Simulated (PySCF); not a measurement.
## How methods differ on the ionisation energy of Co¹²⁺

Co¹²⁺ [Ne] 3s2 3p3 (4S) → Co¹³⁺ [Ne] 3s2 3p2 (3P), as a difference of total energies. Calculation: PySCF 2.14, in an uncontracted even-tempered set (19 s from 0.81 bohr⁻², ratio 2.5; 12 p from 1.1 bohr⁻², ratio 2.5; 5 d from 5.6 bohr⁻², ratio 2.7; 4 f from 8.5 bohr⁻², ratio 2.7); scalar relativity by spin-free X2C-1e. Correlated levels: outer shells: 1s2 frozen; virtual orbitals above 40 to 60 times the deepest correlated orbital energy dropped. The calculations carry no spin-orbit coupling.

| method | ionisation energy (eV) |
| --- | --- |
| UHF | 375.71 |
| MP2 (outer shells) | 376.30 |
| SCS-MP2 (outer shells) | 376.07 |
| CCSD (outer shells) | 376.13 |
| CCSD(T) (outer shells) | 376.13 |

**Question.** How much does correlation contribute at CCSD(T) (outer shells)?

**Answer.** 376.13 − (375.71) = 0.42 eV, measured against UHF.

A first-order spin-orbit estimate (lowest level to lowest level, LS coupling) adds -1.756 eV.

For comparison: 378.5 ± 0.7 eV (semi-empirical (NIST evaluation); NIST Atomic Spectra Database, ionization energies).
